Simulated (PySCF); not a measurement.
C₇H₈O.
SMILES with atom numbers: `[OH:1][C@H:2]1[C@H:3]2[CH:4]=[CH:5][C@@H:6]1[CH:7]=[CH:8]2` (hydrogens: H9 on O1; H10 on C2; H11 on C3; H12 on C4; H13 on C5; H14 on C6; H15 on C7; H16 on C8)

Computed with PySCF, PBE0-D3(BJ)/def2-SVP geometry optimisation, gas phase.

Question: What internal coordinates does the optimisation give?

Answer: 
```json
{"bond": "O1–C2", "length (Å)": "1.376"}
{"bond": "C2–C3, C2–C6", "length (Å)": "1.570"}
{"bond": "C3–C4, C5–C6", "length (Å)": "1.527"}
{"bond": "C4=C5", "length (Å)": "1.340"}
{"bond": "C7=C8", "length (Å)": "1.339"}
{"bond": "C3–C8, C6–C7", "length (Å)": "1.522"}
{"bond": "O1–H9", "length (Å)": "0.969"}
{"bond": "C2–H10", "length (Å)": "1.100"}
{"bond": "C3–H11, C6–H14", "length (Å)": "1.098"}
{"bond": "C4–H12, C5–H13", "length (Å)": "1.091"}
{"bond": "C7–H15, C8–H16", "length (Å)": "1.091"}
```

Bonds in one row agree within 0.01 Å and their mean is given. A selection of angles:
```json
{"angle": "O1–C2–C3", "degrees": "117.1"}
{"angle": "C3–C2–C6", "degrees": "91.4"}
{"angle": "C2–C3–C4", "degrees": "98.4"}
{"angle": "C2–C3–C8", "degrees": "97.6"}
{"angle": "C4–C3–C8", "degrees": "108.3"}
{"angle": "C3–C4–C5", "degrees": "107.3"}
{"angle": "C6–C7–C8", "degrees": "107.4"}
{"angle": "H9–O1–C2", "degrees": "106.6"}
```

Dihedral angles: O1–C2–C3–C4 67° (synclinal); C2–C3–C4–C5 37° (synclinal); C3–C4–C5–C6 0° (synperiplanar); C4–C5–C6–C7 64° (synclinal); C5–C6–C7–C8 -64° (synclinal); C6–C7–C8–C3 0° (synperiplanar); O1–C2–C6–C5 -67° (synclinal); C2–C3–C8–C7 -37° (synclinal); H9–O1–C2–C3 -53° (synclinal).

The 8 C–C bonds span 1.339 Å (C7=C8, drawn double) to 1.570 Å (C2–C6, drawn single), a spread of 0.231 Å. The 5-membered ring C2–C3–C4–C5–C6 has internal angles of 91.4° to 107.3°; it is puckered, 0.28 Å rms from its mean plane, widest ring torsion 55°. The 5-membered ring C2–C3–C8–C7–C6 has internal angles of 91.4° to 107.4°; it is puckered, 0.28 Å rms from its mean plane, widest ring torsion 55°. Of the pairs four or more bonds apart, C4···H9 is among the closest relative to their van der Waals radii: 2.43 Å, 84 % of the sum of Bondi's values.

Point group: Cs (tolerance 0.08 Å). Whether it is a minimum is left open (no frequencies). One conformer, not necessarily the lowest (H–O1–C2–C3 -53°).
